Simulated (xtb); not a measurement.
xtb job for 1,1-dichloro-3,3-difluoroprop-1-ene (C3H2Cl2F2), SMILES C(=CC(F)F)(Cl)Cl, GFN2-xTB. 

```
$ xtb mol.xyz --gfn 2 --sp --chrg 0 --uhf 0 --json
$ cat mol.xyz
9

F     -2.38756699    -1.21576844    -0.44398631
C     -1.72398061    -0.07799770    -0.12149663
F     -2.53344038     0.59019476     0.73773202
C     -0.42291391    -0.40811930     0.54206300
C      0.76725249    -0.00679016     0.10892444
Cl     1.00290262     0.95845021    -1.28829312
Cl     2.21422501    -0.42460961     0.92249651
H     -1.62132403     0.52755566    -1.03311077
H     -0.50292735    -1.01523965     1.43099707
```

Program output:

```
[banner left out]
          |                Calculation Setup                |
           -------------------------------------------------



           -------------------------------------------------
          |                 G F N 2 - x T B                 |
           -------------------------------------------------

        Reference                      10.1021/acs.jctc.8b01176
      * Hamiltonian:
        H0-scaling (s, p, d)           1.850000    2.230000    2.230000
        zeta-weighting                 0.500000
      * Dispersion:
        s8                             2.700000
        a1                             0.520000
        a2                             5.000000
        s9                             5.000000
      * Repulsion:
        kExp                           1.500000    1.000000
        rExp                           1.000000
      * Coulomb:
        alpha                          2.000000
        third order                    shell-resolved
        anisotropic                    true
        a3                             3.000000
        a5                             4.000000
        cn-shift                       1.200000
        cn-exp                         4.000000
        max-rad                        5.000000


          ...................................................
          :                      SETUP                      :
          :.................................................:
          :  # basis functions                  42          :
          :  # atomic orbitals                  40          :
          :  # shells                           18          :
          :  # electrons                        42          :
          :  max. iterations                   250          :
          :  Hamiltonian                  GFN2-xTB          :
          :  restarted?                      false          :
          :  GBSA solvation                  false          :
          :  PC potential                    false          :
          :  electronic temp.          300.0000000     K    :
          :  accuracy                    1.0000000          :
          :  -> integral cutoff          0.2500000E+02      :
          :  -> integral neglect         0.1000000E-07      :
          :  -> SCF convergence          0.1000000E-05 Eh   :
          :  -> wf. convergence          0.1000000E-03 e    :
          :  Broyden damping             0.4000000          :
          :  net charge                          0          :
          :  unpaired electrons                  0          :
          ...................................................

 iter      E             dE          RMSdq      gap      omega  full diag
   1    -26.0476009 -0.260476E+02  0.518E+00    4.80       0.0  T
   2    -26.0941112 -0.465103E-01  0.330E+00    4.16       1.0  T
   3    -26.1014789 -0.736770E-02  0.188E+00    4.40       1.0  T
   4    -26.1108786 -0.939967E-02  0.786E-01    4.26       1.0  T
   5    -26.1135163 -0.263774E-02  0.918E-02    4.26       1.0  T
   6    -26.1135208 -0.443965E-05  0.332E-02    4.26       1.0  T
   7    -26.1135226 -0.186297E-05  0.215E-02    4.26       1.6  T
   8    -26.1135236 -0.947123E-06  0.144E-02    4.26       2.3  T
   9    -26.1135242 -0.665375E-06  0.622E-03    4.26       5.4  T
  10    -26.1135243 -0.115015E-06  0.227E-03    4.26      14.7  T
  11    -26.1135244 -0.138705E-07  0.142E-03    4.26      23.5  T
  12    -26.1135244 -0.759020E-08  0.858E-04    4.26      38.8  T
  13    -26.1135244 -0.363408E-08  0.408E-04    4.26      81.6  T

   *** convergence criteria satisfied after 13 iterations ***

         #    Occupation            Energy/Eh            Energy/eV
      -------------------------------------------------------------
         1        2.0000           -1.0986271             -29.8952
       ...           ...                  ...                  ...
        15        2.0000           -0.5184580             -14.1080
        16        2.0000           -0.5136144             -13.9762
        17        2.0000           -0.4853694             -13.2076
        18        2.0000           -0.4704919             -12.8027
        19        2.0000           -0.4677389             -12.7278
        20        2.0000           -0.4601105             -12.5202
        21        2.0000           -0.4430064             -12.0548 (HOMO)
        22                         -0.2864365              -7.7943 (LUMO)
        23                         -0.2110328              -5.7425
        24                         -0.1590997              -4.3293
        25                         -0.0324127              -0.8820
        26                         -0.0288867              -0.7860
       ...                                ...                  ...
        40                          0.5435612              14.7911
      -------------------------------------------------------------
                  HL-Gap            0.1565699 Eh            4.2605 eV
             Fermi-level           -0.3647214 Eh           -9.9246 eV

 SCC (total)                   0 d,  0 h,  0 min,  0.016 sec
 SCC setup                      ...        0 min,  0.000 sec (  0.582%)
 Dispersion                     ...        0 min,  0.000 sec (  0.285%)
 classical contributions        ...        0 min,  0.000 sec (  0.108%)
 integral evaluation            ...        0 min,  0.003 sec ( 15.527%)
 iterations                     ...        0 min,  0.008 sec ( 50.899%)
 molecular gradient             ...        0 min,  0.005 sec ( 31.957%)
 printout                       ...        0 min,  0.000 sec (  0.578%)

         :::::::::::::::::::::::::::::::::::::::::::::::::::::
         ::                     SUMMARY                     ::
         :::::::::::::::::::::::::::::::::::::::::::::::::::::
         :: total energy             -25.981984719785 Eh    ::
         :: gradient norm              0.000238505835 Eh/a0 ::
         :: HOMO-LUMO gap              4.260484966860 eV    ::
         ::.................................................::
         :: SCC energy               -26.113519027975 Eh    ::
         :: -> isotropic ES            0.032669948651 Eh    ::
         :: -> anisotropic ES          0.000589317352 Eh    ::
         :: -> anisotropic XC         -0.008278542456 Eh    ::
         :: -> dispersion             -0.006779235500 Eh    ::
         :: repulsion energy           0.131534308190 Eh    ::
         :: add. restraining           0.000000000000 Eh    ::
         :: total charge               0.000000000000 e     ::
         :::::::::::::::::::::::::::::::::::::::::::::::::::::

           -------------------------------------------------
          |                Property Printout                |
           -------------------------------------------------

    * Orbital Energies and Occupations

         #    Occupation            Energy/Eh            Energy/eV
      -------------------------------------------------------------
         1        2.0000           -1.0986271             -29.8952
       ...           ...                  ...                  ...
         9        2.0000           -0.5984518             -16.2847
        10        2.0000           -0.5930176             -16.1368
        11        2.0000           -0.5656622             -15.3925
        12        2.0000           -0.5447741             -14.8241
        13        2.0000           -0.5328097             -14.4985
        14        2.0000           -0.5282635             -14.3748
        15        2.0000           -0.5184580             -14.1080
        16        2.0000           -0.5136144             -13.9762
        17        2.0000           -0.4853694             -13.2076
        18        2.0000           -0.4704919             -12.8027
        19        2.0000           -0.4677389             -12.7278
        20        2.0000           -0.4601105             -12.5202
        21        2.0000           -0.4430064             -12.0548 (HOMO)
        22                         -0.2864365              -7.7943 (LUMO)
        23                         -0.2110328              -5.7425
        24                         -0.1590997              -4.3293
        25                         -0.0324127              -0.8820
        26                         -0.0288867              -0.7860
        27                         -0.0285175              -0.7760
        28                         -0.0275954              -0.7509
        29                         -0.0262962              -0.7156
        30                         -0.0245143              -0.6671
        31                         -0.0242379              -0.6595
        32                         -0.0020908              -0.0569
       ...                                ...                  ...
        40                          0.5435612              14.7911
      -------------------------------------------------------------
                  HL-Gap            0.1565699 Eh            4.2605 eV
             Fermi-level           -0.3647214 Eh           -9.9246 eV

     #   Z          covCN         q      C6AA      α(0)
     1   9 F        0.788    -0.214    11.376     3.984
     2   6 C        3.471     0.309    17.617     6.295
     3   9 F        0.788    -0.214    11.378     3.985
     4   6 C        2.978    -0.082    30.033     8.989
     5   6 C        2.767     0.166    24.414     8.092
     6  17 Cl       1.100    -0.085   101.823    15.438
     7  17 Cl       1.112    -0.074   101.493    15.413
     8   1 H        0.923     0.077     2.015     2.220
     9   1 H        0.926     0.117     1.637     2.001

 Mol. C6AA /au·bohr⁶  :       1937.871915
 Mol. C8AA /au·bohr⁸  :      60151.421529
 Mol. α(0) /au        :         66.415991


Wiberg/Mayer (AO) data.
largest (>0.10) Wiberg bond orders for each atom

 ---------------------------------------------------------------------------
     #   Z sym  total        # sym  WBO       # sym  WBO       # sym  WBO
 ---------------------------------------------------------------------------
     1   9 F    1.052 --     2 C    0.948
     2   6 C    3.861 --     4 C    0.989     1 F    0.948     3 F    0.947
                             8 H    0.945
     3   9 F    1.052 --     2 C    0.947
     4   6 C    3.972 --     5 C    1.801     2 C    0.989     9 H    0.945
     5   6 C    3.900 --     4 C    1.801     7 Cl   1.032     6 Cl   1.024
     6  17 Cl   1.206 --     5 C    1.024
     7  17 Cl   1.210 --     5 C    1.032
     8   1 H    0.994 --     2 C    0.945
     9   1 H    0.986 --     4 C    0.945
 ---------------------------------------------------------------------------

Topologies differ in total number of bonds
Writing topology from bond orders to xtbtopo.mol

molecular dipole:
                 x           y           z       tot (Debye)
 q only:        0.468       0.025       0.005
   full:        0.760       0.137      -0.122       1.987
molecular quadrupole (traceless):
                xx          xy          yy          xz          yz          zz
 q only:       -5.723      -1.560       2.078       1.459      -1.421       3.645
  q+dip:       -5.993      -1.579       1.310       1.759      -3.507       4.683
   full:       -6.363      -1.904       1.654       2.101      -3.052       4.709


           -------------------------------------------------
          | TOTAL ENERGY              -25.981984719785 Eh   |
          | GRADIENT NORM               0.000238505835 Eh/α |
          | HOMO-LUMO GAP               4.260484966860 eV   |
           -------------------------------------------------

------------------------------------------------------------------------
Note: The following floating-point exceptions are signalling: IEEE_UNDERFLOW_FLAG IEEE_DENORMAL
normal termination of xtb
------------------------------------------------------------------------
 total:
 SCF:
```

The calculation finished and met its thresholds.
